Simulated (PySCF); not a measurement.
C3H9OSi (SMILES CCO[SiH]C), doublet, at a GFN2-xTB geometry, atoms displaced at random by about 0.03 Å a coordinate; DF-TPSS/STO-3G, gradient in PySCF.

Input for PySCF:
```python
from pyscf import gto, scf, dft

mol = gto.Mole()
mol.atom = '''
    C     2.360070   -1.132414   -0.452046
    C     1.162565   -0.329413   -0.804168
    O     0.502304    0.013250    0.383465
    Si   -0.899198    0.838778    0.635128
    C    -2.375259   -0.053829   -0.032121
    H     2.868028   -1.410620   -1.359217
    H     2.171919   -2.022178    0.114463
    H     3.078229   -0.516783    0.083012
    H     1.402523    0.480098   -1.314769
    H     0.445572   -0.893389   -1.421992
    H    -0.714845    2.199583    0.111694
    H    -2.508778   -0.983716    0.327607
    H    -3.337124    0.530035    0.143190
    H    -2.353529   -0.038367   -1.174568
'''
mol.basis = 'sto-3g'
mol.charge = 0
mol.spin = 1
mol.verbose = 4
mol.build()

mf = dft.UKS(mol)
mf.xc = 'tpss'
mf = mf.density_fit(auxbasis='def2-universal-jkfit')
mf.kernel()
g = mf.nuc_grad_method()
g.auxbasis_response = False
grad = g.kernel()
```

The log (banner, timings and long lists left out):

```
PySCF version 2.14.0

[INPUT] verbose = 4
[INPUT] num. atoms = 14
[INPUT] num. electrons = 49
[INPUT] charge = 0
[INPUT] spin (= nelec alpha-beta = 2S) = 1
[INPUT] symmetry False subgroup None
[INPUT] Mole.unit = angstrom
[INPUT] Symbol           X                Y                Z      unit          X                Y                Z       unit  Magmom
[INPUT]  1 C      2.360070000000  -1.132414000000  -0.452046000000 AA    4.459885934802  -2.139952319623  -0.854243135705 Bohr   0.0
[INPUT]  2 C      1.162565000000  -0.329413000000  -0.804168000000 AA    2.196929452005  -0.622500351871  -1.519657278139 Bohr   0.0
[INPUT]  3 O      0.502304000000   0.013250000000   0.383465000000 AA    0.949216991274   0.025038871150   0.724643828356 Bohr   0.0
[INPUT]  4 Si    -0.899198000000   0.838778000000   0.635128000000 AA   -1.699237951757   1.585060699310   1.200217974043 Bohr   0.0
[INPUT]  5 C     -2.375259000000  -0.053829000000  -0.032121000000 AA   -4.488588984908  -0.101722067559  -0.060699892847 Bohr   0.0
[INPUT]  6 H      2.868028000000  -1.410620000000  -1.359217000000 AA    5.419787437584  -2.665685465834  -2.568547873853 Bohr   0.0
[INPUT]  7 H      2.171919000000  -2.022178000000   0.114463000000 AA    4.104332074739  -3.821362595121   0.216303721396 Bohr   0.0
[INPUT]  8 H      3.078229000000  -0.516783000000   0.083012000000 AA    5.817009758694  -0.976578335831   0.156869945052 Bohr   0.0
[INPUT]  9 H      1.402523000000   0.480098000000  -1.314769000000 AA    2.650384353403   0.907253732951  -2.484553327068 Bohr   0.0
[INPUT] 10 H      0.445572000000  -0.893389000000  -1.421992000000 AA    0.842009048775  -1.688260532699  -2.687175431323 Bohr   0.0
[INPUT] 11 H     -0.714845000000   2.199583000000   0.111694000000 AA   -1.350861271515   4.156609458249   0.211071069757 Bohr   0.0
[INPUT] 12 H     -2.508778000000  -0.983716000000   0.327607000000 AA   -4.740903327334  -1.858953824353   0.619087506490 Bohr   0.0
[INPUT] 13 H     -3.337124000000   0.530035000000   0.143190000000 AA   -6.306250403713   1.001620986434   0.270589883776 Bohr   0.0
[INPUT] 14 H     -2.353529000000  -0.038367000000  -1.174568000000 AA   -4.447525236221  -0.072503122221  -2.219611834678 Bohr   0.0

nuclear repulsion = 232.933674827088
number of shells = 26
number of NR pGTOs = 114
number of NR cGTOs = 38
basis = sto-3g
ecp = {}

******** <class 'pyscf.df.df_jk.DFUKS'> ********
method = DFUKS
initial guess = minao
damping factor = 0
level_shift factor = 0
DIIS = <class 'pyscf.scf.diis.CDIIS'>
diis_start_cycle = 1
diis_space = 8
diis_damp = 0
SCF conv_tol = 1e-09
SCF conv_tol_grad = None
SCF max_cycles = 50
direct_scf = False
number electrons alpha = 25  beta = 24
XC library pyscf.dft.libxc version 7.1.2
    S. Lehtola, C. Steigemann, M. J. T. Oliveira, and M. A. L. Marques,  SoftwareX 7, 1–5 (2018)
XC functionals = tpss
    J. Tao, J. P. Perdew, V. N. Staroverov, and G. E. Scuseria,  Phys. Rev. Lett. 91, 146401 (2003)
    J. P. Perdew, J. Tao, V. N. Staroverov, and G. E. Scuseria,  J. Chem. Phys. 120, 6898 (2004)
    J. Tao, J. P. Perdew, V. N. Staroverov, and G. E. Scuseria,  Phys. Rev. Lett. 91, 146401 (2003)
    J. P. Perdew, J. Tao, V. N. Staroverov, and G. E. Scuseria,  J. Chem. Phys. 120, 6898 (2004)
radial grids:
    Treutler-Ahlrichs [JCP 102, 346 (1995); DOI:10.1063/1.469408] (M4) radial grids

becke partition: Becke, JCP 88, 2547 (1988); DOI:10.1063/1.454033
pruning grids: <function nwchem_prune>
grids dens level: 3
symmetrized grids: False
atomic radii adjust function: <function treutler_atomic_radii_adjust>
small_rho_cutoff = 0
Set gradient conv threshold to 3.16228e-05
tot grids = 163888
init E= -478.858156131591

cycle= 1 E= -478.503748747055  delta_E= 0.354  |g|= 0.425  |ddm|=  3.2
cycle= 2 E= -477.688492425839  delta_E= 0.815  |g|= 1.13  |ddm|= 2.39
cycle= 3 E= -478.616771837259  delta_E= -0.928  |g|= 0.144  |ddm|= 2.16
cycle= 4 E= -478.630793138281  delta_E= -0.014  |g|= 0.0394  |ddm|= 0.273
cycle= 5 E= -478.631820105583  delta_E= -0.00103  |g|= 0.00902  |ddm|= 0.0807
cycle= 6 E= -478.631881600647  delta_E= -6.15e-05  |g|= 0.00319  |ddm|= 0.0219
cycle= 7 E= -478.63188821238  delta_E= -6.61e-06  |g|= 0.000631  |ddm|= 0.00501
cycle= 8 E= -478.631888546173  delta_E= -3.34e-07  |g|= 0.000119  |ddm|= 0.00126
cycle= 9 E= -478.631888562215  delta_E= -1.6e-08  |g|= 4.65e-05  |ddm|= 0.000345
cycle= 10 E= -478.63188856399  delta_E= -1.77e-09  |g|= 1.94e-05  |ddm|= 9.99e-05
cycle= 11 E= -478.631888564311  delta_E= -3.21e-10  |g|= 2.48e-06  |ddm|= 4.02e-05
Extra cycle  E= -478.631888564316  delta_E= -4.89e-12  |g|= 1.71e-06  |ddm|= 6.96e-06
converged SCF energy = -478.631888564316  <S^2> = 0.75070118  2S+1 = 2.0007011

******** <class 'pyscf.df.grad.uks.Gradients'> for <class 'pyscf.df.df_jk.DFUKS'> ********
unit = Eh/Bohr
grid_response = False
--------------- DFUKS gradients ---------------
         x                y                z
0 C    -0.0438487248     0.0039074646     0.0060864277
1 C     0.0733507495     0.0808148638    -0.0394354707
2 O    -0.0033106568     0.0032752516    -0.0587873513
3 Si    -0.0048680273    -0.0223637231    -0.0219626380
4 C     0.0325295766    -0.1088288430     0.0767815145
5 H    -0.0109148371     0.0112969646     0.0214847075
6 H     0.0110485194     0.0195437284    -0.0145716636
7 H    -0.0065733407    -0.0078917191    -0.0128971195
8 H    -0.0409445642    -0.1094387048     0.0754781623
9 H     0.0006289255     0.0147323972     0.0182384307
10 H     0.0075283590     0.0014194992     0.0061960436
11 H     0.0099249112     0.0889172706    -0.0293036435
12 H    -0.0213628549     0.0118713960    -0.0070204615
13 H    -0.0042429164     0.0132887346    -0.0236224662
----------------------------------------------
```
